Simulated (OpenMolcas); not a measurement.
**V2+: effect of the metal basis**

V2+ with 6 ligands (fluoride) in octahedral coordination (Oh) at 2.1 Å. A charge of +0.667 e stands 2.6 Å behind each ligand.

- Program: OpenMolcas 26.06
- Method: SS-CASPT2, IPEA 0.25 Eh, imaginary shift 0.1 Eh (closed shells correlated: 3s 3p and the ligand valence shells)
- Spin-orbit coupling: RASSI with atomic mean-field integrals over the reference wave functions

Fixed: ligand basis ANO-RCC-VDZP, active space 3 electrons in 5 orbitals (3d), DKH2 Hamiltonian.

States (labels of O, the rotations of Oh). Energies in cm-1 above the lowest state or level, χT in cm3 K/mol.

```csv
Run,Metal basis,Ground state,First state of that spin,First gap with spin-orbit (degeneracies),χT at 300 K,First state of another spin,Cost
A,ANO-RCC-VDZP,4A2,4T2 9950,"9880 (4, 2)",1.851,2E 13780,roughly 90 core-seconds
B,ANO-RCC-VTZP,4A2,4T2 9790,"9720 (4, 2)",1.851,2E 13040,roughly 5 core-minutes
```

Against A, the first state of the same spin changes by -1.6 % in B.

Costs are those of the CASPT2 steps.

Roots that are degenerate in the reference are averaged as groups; the widest CASPT2 spread within a group is 110 cm-1 (the 3-fold group of multiplicity 4 near 14800 cm-1 above the lowest state of its run, B). Shifts and gaps below about the spread of the groups concerned are not significant. Over all roots computed the reference weight is 0.71 to 0.72 in A, 0.70 to 0.71 in B; a low but even weight reflects the number of correlated electrons. Ligand-to-metal charge-transfer states are missing. These CASPT2 states fit no ligand-field parameters well, so their order and spin gaps are uncertain. With no ligand orbital active B as a rule stays too high, so bands that hang on it stand too high and its fall with covalency is understated. With one d shell and no ligand orbital active, 10Dq can be off by tens of per cent for divalent 3d ions, low with halides held by bare charges and at times high in hosts. Free-ion shares, where given, are those of the reference states; single-state CASPT2 does not remix them. No measured value stands beside these numbers; the geometry was imposed, not optimised, and the real ion may take another.
